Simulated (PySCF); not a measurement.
SMILES C=Cc1ccc([SiH3])s1 (GFN2-xTB optimised geometry):

```
16

C     -0.147     3.133     0.010
C      0.792     2.191     0.000
C      0.541     0.776    -0.001
C      1.473    -0.231    -0.001
C      0.901    -1.514     0.000
C     -0.466    -1.514     0.000
Si    -1.648    -2.967     0.007
S     -1.066     0.113     0.000
H     -1.195     2.880     0.018
H      0.101     4.179     0.010
H      1.840     2.462    -0.008
H      2.533    -0.048    -0.001
H      1.478    -2.422     0.000
H     -2.439    -2.936     1.239
H     -2.533    -2.870    -1.155
H     -0.831    -4.179    -0.057
```

Calculation: PBE0/def2-TZVP (PySCF).

Problem. What are the frontier orbital energies and the dipole moment?

Solution. HOMO-2 -8.72 eV, HOMO-1 -7.36 eV, HOMO -6.35 eV, LUMO -1.48 eV, LUMO+1 0.35 eV; dipole moment 0.91 D.

Meta-Löwdin charges at PBE0/def2-TZVP: C1 -0.27, C2 -0.11, C3 -0.11, C4 -0.16, C5 -0.14, C6 -0.36, Si7 0.48, S8 0.27, H9 0.12, H10 0.13, H11 0.13, H12 0.13, H13 0.13, H14 -0.09, H15 -0.09, H16 -0.09.
